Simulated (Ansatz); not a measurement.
Consider the formal exchange of groups at the Si–F bond: `FC[SiH](F)[SiH3]` + `CC1C=CCC1` → `C[SiH]([SiH3])CF` + `FC1C=CCC1`.

Computed with Ansatz on PBE0-D4/def2-TZVP structures; ΔE is electronic, products minus reactants. CBS: MP2 limit from def2 TZ/QZ plus the TZ coupled-cluster correction, frozen cores. DFT in def2-TZVPP. B3LYP here is the variant with VWN-RPA as its local correlation; programs differ in this. One conformer a species, not always the lowest.

`FC[SiH](F)[SiH3]`:

Z-matrix (Å, degrees):
```
C
Si 1 1.894
F 1 1.394 2 108.0
H 1 1.095 2 111.7 3 119.2
H 1 1.095 2 112.2 3 -119.3
Si 2 2.344 1 111.1 3 -54.3
F 2 1.609 1 106.5 3 -174.4
H 2 1.487 1 109.5 3 69.5
H 6 1.486 2 109.3 1 67.6
H 6 1.487 2 110.1 1 -52.4
H 6 1.487 2 109.9 1 -172.6
```

`CC1C=CCC1`:

Cartesian coordinates in Å:
```
C -0.113 1.780 -0.545
C -0.334 0.288 -0.780
C 0.971 -0.458 -0.833
C 1.178 -1.190 0.255
C 0.034 -1.095 1.220
C -1.062 -0.412 0.385
H 0.490 2.223 -1.342
H 0.411 1.949 0.400
H -1.065 2.317 -0.508
H -0.896 0.170 -1.713
H 1.677 -0.342 -1.649
H 2.077 -1.763 0.457
H -0.282 -2.070 1.602
H 0.321 -0.502 2.097
H -1.733 -1.176 -0.016
H -1.672 0.281 0.969
```

`C[SiH]([SiH3])CF`:

Cartesian coordinates in Å:
```
C 0.830 1.654 0.325
Si -0.088 0.255 -0.516
Si -1.829 -0.566 0.819
C 1.115 -1.162 -0.918
F 1.634 -1.695 0.262
H 1.610 2.054 -0.328
H 1.303 1.297 1.243
H 0.153 2.471 0.586
H -0.644 0.704 -1.827
H -1.323 -0.979 2.156
H -2.864 0.486 1.018
H -2.474 -1.740 0.172
H 1.956 -0.810 -1.525
H 0.621 -1.970 -1.467
```

`FC1C=CCC1`:

Cartesian coordinates in Å:
```
F -1.272 -1.053 -1.491
C -1.054 -0.591 -0.186
C 0.133 -1.290 0.394
C 1.184 -0.481 0.456
C 0.876 0.902 -0.028
C -0.650 0.881 -0.195
H -1.991 -0.776 0.347
H 0.121 -2.340 0.657
H 2.172 -0.776 0.794
H 1.401 1.102 -0.969
H 1.204 1.671 0.677
H -1.124 1.385 0.650
H -1.001 1.366 -1.106
```

**Question.** Is it downhill or uphill in electronic energy at CCSD(T)/CBS, and by how much? (Best estimate.)

**Answer.** Computed: Uphill: ΔE = +36.6 kcal/mol.

**Question.** What do these levels give: r2SCAN-D4, B3LYP-D4, r2SCAN, CCSD/def2-TZVPP, HF/def2-QZVPP, MP2/def2-QZVPP? (An estimate is asked.)

**Answer.** Ansatz gave: r2SCAN-D4 33.4, B3LYP-D4 34.2, r2SCAN 33.3, CCSD/def2-TZVPP 36.4, HF/def2-QZVPP 37.4, MP2/def2-QZVPP 38.9 kcal/mol.

Largest T1 diagnostic among the species: 0.012.

From PBE to PBE0 (25 % exact exchange), in def2-TZVPP and without D4, ΔE moves by +1.6 kcal/mol.
